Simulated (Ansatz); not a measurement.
Seven cases of atomisation energy with Al to Br (electronic energies, kcal/mol); geometries: B3LYP-D3(BJ)/def2-TZVP. The cases were drawn at random from those of this class that have a high level and all functionals, leaving out states under which another spin lies or may lie. Left out are anions, K, Ca, elements past Kr, ionisation of Li, Na and Mg, pi-pi* triplets of linear molecules and other triplets made from a closed-shell parent. Runs that doubt their state, and full CI more than 15 mEh from coupled cluster, are set aside; a case stays where another high level and all functionals remain. AFQMC serves as high level only in triple zeta or larger, with a steady walk, a bar under 0.8 kcal/mol and agreement with other high levels or trials where they ran; where none ran, an unstable determinant or (outside 3d species) a high T1 diagnostic also bars it, so strongly correlated cases are thinned. No case was kept or dropped by the size of a functional's miss. High levels with a bar over 0.5 kcal/mol are left out too, and the seventh case lies inside the range of the six. Affinities count positive where energy is released, gaps as the second state minus the first. r2SCAN is by Ansatz (a quantum-chemistry and plane-wave program) in def2-TZVPD. High levels (Ansatz): P = CCSD(T)/CBS(cc-pV(Q+d)Z,cc-pV(5+d)Z) + [CCSDT(Q) - CCSD(T)]/cc-pV(T+d)Z + core + X2C; Q = CCSD(T)/CBS(cc-pV(T+d)Z,cc-pV(Q+d)Z) + [CCSDT(Q) - CCSD(T)]/cc-pV(D+d)Z + core + X2C; R = CCSD(T)/CBS(cc-pVTZ,cc-pVQZ) + [CCSDT(Q) - CCSD(T)]/cc-pVDZ. Radicals and triplets start from unrestricted determinants; spin-orbit coupling is neglected. Cores are frozen in correlated methods (noble-gas shells, and filled d and f shells in the p block). Rows without X2C or -DK are non-relativistic. CBS(X,Y): correlation extrapolated as X^-3, Hartree-Fock from the larger set (Q,5: extrapolated as (X+1)exp(-9√X)). A bracket is a step between two methods taken in the basis named. The functionals are non-relativistic, so their misses hold any scalar relativity. '+ core + X2C': CCSD(T) terms for core correlation (cc-pwCVTZ, 1s frozen past Ne) and scalar relativity (cc-pVTZ-DK). Where a partner has so few electrons that a lower coupled-cluster level is exact, that level stands in.

```tsv
case	r2SCAN	level	high level
BH2S2 (SMILES [S]BS, doublet)	381.1	Q	372.2
H2BSeO (SMILES [O]B[SeH], doublet)	402.1	R	388.7
CH4BCl (SMILES CBCl)	611.3	Q	607.9
BP2H4 (SMILES P[B]P, doublet)	458.0	Q	448.5
BNH2Cl (SMILES N[B]Cl, doublet)	411.4	Q	404.6
H2SiOF (SMILES O[SiH]F, doublet)	427.3	Q	427.9
AlOFH2 (SMILES [F][AlH][OH])	436.5	P	withheld
```

Question: Fit a straight line from r2SCAN to the high level over the first six rows by least squares, predict the seventh, and compare with the calculation.

Answer: Means: r2SCAN 448.53, high level 441.63. Sxx = 35115.7, Sxy = 35934.4, slope 1.0233, intercept -17.35 kcal/mol; residual standard deviation 5.1 kcal/mol. Seventh row: 1.0233·(436.5) -17.35 = 429.3 kcal/mol. The calculation gave 441.0 kcal/mol: the line differs from it by -11.7, r2SCAN itself by -4.5.
